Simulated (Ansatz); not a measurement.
Geometry optimisation, Ansatz, RHF/def2-SVP.

The input (input.yaml):

```yaml
crystal:
  periodic: [false, false, false]
  atoms:
    - { symbol: "N", position_ang: [0.31381, 2.02187, -0.85095] }
    - { symbol: C, position_ang: [0.34738, 1.14018, -0.02179] }
    - { symbol: C, position_ang: [0.49894, 0.0702, 0.70265] }
    - { symbol: Ga, position_ang: [-0.36797, -1.56592, 0.00031] }
    - { symbol: H, position_ang: [-0.24533, 1.95247, 0.39891] }
    - { symbol: H, position_ang: [1.07204, 0.08028, 1.62029] }
    - { symbol: H, position_ang: [-0.21649, -2.94073, 0.74946] }
    - { symbol: H, position_ang: [-1.26017, -1.54772, -1.29157] }
basis:
  gaussian: { orbitals: def2-SVP }
hamiltonian:
  xc: hf
relax:
  f_tol: 0.02
  max_steps: 50
output:
  orbitals: {}
```

Launched with:

```bash
$ ansatz run input.yaml --threads 1 --pin off --max-ram 2048MiB --backend cpu --events-out ev --progress --plain --runs-dir out
```

Q: Where does it end, and by what steps?

A: The run converged. After 18 steps the energy has fallen by 3.696 eV; H5 moved furthest, 0.99 Å. Parted: C2–H5 (1.09 → 1.90 Å). Joined: N1–H5 (1.37 → 1.01 Å).

| step | energy less start (eV) | largest force component (eV/Å) | accepted |
| --- | --- | --- | --- |
| 0 | 0.0000 | 4.350 | yes |
| 1 | -0.6950 | 2.722 | yes |
| 2 | -1.2992 | 3.570 | yes |
| 3 | -2.1894 | 3.438 | yes |
| 4 | -2.9644 | 2.290 | yes |
| 5 | -3.3040 | 1.369 | yes |
| 6 | -3.4378 | 2.598 | yes |
| 7 | -3.5813 | 0.892 | yes |
| 8 | -3.6115 | 0.649 | yes |
| 9 | -3.5798 | 2.791 | no |
| 10 | -3.6660 | 0.331 | yes |
| 11 | -3.6854 | 0.535 | yes |
| 12 | -3.6912 | 0.170 | yes |
| 13 | -3.6933 | 0.132 | yes |
| 14 | -3.6944 | 0.167 | yes |
| 15 | -3.6954 | 0.082 | yes |
| 16 | -3.6958 | 0.034 | yes |
| 17 | -3.6958 | 0.034 | yes |
| 18 | -3.6959 | 0.013 | yes |

```xyz
8
Properties=species:S:1:pos:R:3
N 0.325 2.090 -0.444
C 0.393 1.044 0.152
C 0.516 -0.131 0.722
Ga -0.381 -1.710 0.006
H -0.404 2.733 -0.183
H 1.159 -0.170 1.596
H -0.149 -3.098 0.705
H -1.318 -1.548 -1.247
```

Whether the end is a true minimum wasn't checked by a vibrational analysis.

Run time: 2.3 min on 1 thread of Intel(R) Xeon(R) Processor @ 2.50GHz (Skylake/Cascade Lake), on a shared host, peak memory 0.2 GiB.
